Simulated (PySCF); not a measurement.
# Correlation energy of Ce³²⁺ (cerium, charge +32)

[Ar] 3d8, high-spin 3F determinant. Computed with PySCF 2.14 in an even-tempered Gaussian basis (18 s from 5 bohr⁻², ratio 2.5; 13 p from 6.5 bohr⁻², ratio 2.5; 8 d from 6.5 bohr⁻², ratio 2.5; 4 f from 28 bohr⁻², ratio 2.7; 3 g from 42 bohr⁻², ratio 2.7), with the spin-free X2C one-electron Hamiltonian (Gaussian nucleus). Frozen: [Ne]; 16 electrons correlated; the 33 highest virtual orbitals of each spin left out.

MP2 pair energies summed by pair of shells (mhartree):

```tsv
pair	energy	share (%)
3d-3d	-251.40	38.7
3p-3d	-240.62	37.1
3p-3p	-67.44	10.4
3s-3d	-48.05	7.4
3s-3p	-36.08	5.6
3s-3s	-5.22	0.8
```

Total MP2 correlation energy: -648.83 mhartree.

At this charge the one-electron X2C treatment keeps the bare 1/r₁₂, with no two-electron picture change or Breit term. The effect here is smaller than on the frozen 1s shell; and a scalar Hamiltonian misses the large spin-orbit splitting of the p shells, which matters for ns² → np² pairs.

Spin-orbit coupling is strong in this species, so the high-spin LS determinant is a model state.
